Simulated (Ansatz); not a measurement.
`C[CH2][Al]([F])[Br]` + NH₃ → `[NH2][Al]([F])[Br]` + `CC` at 600 K and 1 bar (ligand exchange at the Al–C bond).

Isolated molecules relaxed with PBE0-D4/def2-TZVP in Ansatz; ΔE leaves out vibrations. CCSD(T)/CBS is the MP2 limit (def2-TZVPP, def2-QZVPP) plus CCSD(T) − MP2 in def2-TZVPP, frozen cores. This one scheme is used for every species. For Br outer-core shells are correlated without core-valence functions, which leaves a few kJ/mol of doubt a bond. Scalar relativity is left out up to krypton. Each species was taken in one conformer, which may not be the lowest.

```json
{"species": "`C[CH2][Al]([F])[Br]`", "CCSD(T)/CBS energy (Eh)": "-2994.40172", "H − E (kJ/mol)": "241.0", "S (J/(mol·K))": "464.2"}
{"species": "NH₃", "CCSD(T)/CBS energy (Eh)": "-56.50880", "H − E (kJ/mol)": "112.4", "S (J/(mol·K))": "219.5"}
{"species": "`[NH2][Al]([F])[Br]`", "CCSD(T)/CBS energy (Eh)": "-2971.22802", "H − E (kJ/mol)": "124.2", "S (J/(mol·K))": "394.2"}
{"species": "`CC`", "CCSD(T)/CBS energy (Eh)": "-79.71954", "H − E (kJ/mol)": "228.8", "S (J/(mol·K))": "274.9"}
```

H − E and S are ideal-gas, rigid-rotor, harmonic terms from PBE0-D4/def2-TZVP, for one conformer and one mirror image of each species. 1 Eh = 2625.50 kJ/mol, R = 8.31446 J/(mol·K).

**Question.** By hand: ΔE, ΔH, ΔS and ΔG.

**Answer.** ΔE = (-2971.22802) + (-79.71954) − (-2994.40172) − (-56.50880) = -0.03704 Eh = -97.2 kJ/mol. Δ(H − E) = 124.2 + 228.8 − 241.0 − 112.4 = -0.4, so ΔH = -97.6 kJ/mol. ΔS = 394.2 + 274.9 − 464.2 − 219.5 = -14.6 J/(mol·K). ΔG = -97.6 − 600 × (-14.6)/1000 = -88.8 kJ/mol.

**Question.** By hand: the equilibrium constant, and the temperature at which ΔG would vanish if ΔH and ΔS stayed fixed.

**Answer.** log₁₀ K = −ΔG/(RT ln 10) = 7.7. ΔG = 0 at ΔH/ΔS = 6685 K, far beyond where these terms or the molecules hold.

The number of gas molecules stays the same, so ΔS is small and ΔH decides. A doubt of 5 kJ/mol in ΔE shifts log₁₀ K by 0.4 here. Other conformers and mirror images would add mixing entropy, several J/(mol·K) or more a flexible species. Modes under 60 cm⁻¹, often nearly free rotors, make the harmonic entropy too high. These are equilibria of isolated gas molecules and say nothing of rates. Largest T1 diagnostic: 0.009 (customary marks: 0.02 for closed shells, 0.045 for open ones).
